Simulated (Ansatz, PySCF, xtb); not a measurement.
Lewis adduct: C2H5Ga (SMILES C=[CH][GaH2]) (first 8 atoms) with H2O (SMILES O); geometry from B3LYP-D3(BJ)/def2-TZVP, rigid monomers moved along the line of their centres of mass till Ga3···O9 is 2.03 Å.
(charge 0, multiplicity 1):
```xyz
11

C     -2.09771     0.72575     0.84035
C     -0.80057     0.96830     0.63759
Ga     0.58591    -0.44821     0.78712
H     -2.46736    -0.27562     1.04769
H     -2.85899     1.50102     0.79122
H     -0.52259     1.99767     0.41583
H      0.04333    -1.93381     0.80698
H      2.08955    -0.13579     0.46329
O      0.54495    -0.21045     2.80264
H     -0.27859     0.28312     2.92904
H      0.43190    -1.06151     3.24386
```

Counterpoise-corrected where a basis set is named; no monomer relaxation.

Rows in 6-31G* carry no dispersion term and start afresh at each structure (6-31G* with six Cartesian d functions); the Pople sets are all-electron and without relativity.

Programs: Ansatz (Gaussian basis) for Hartree–Fock, density functionals and correlated methods; PySCF for 6-31G* rows, the dispersion terms; xtb for the GFN methods. 

Problem. Predict the interaction energy from PBE-D4/def2-TZVPPD.

Solution. -11.0 kcal/mol

Problem. What interaction energy does HF/6-31G* give?

Solution. -7.6 kcal/mol

Problem. What is the computed interaction energy (GFN2-xTB)?

Solution. -21.5 kcal/mol

Ansatz is a first-principles code.
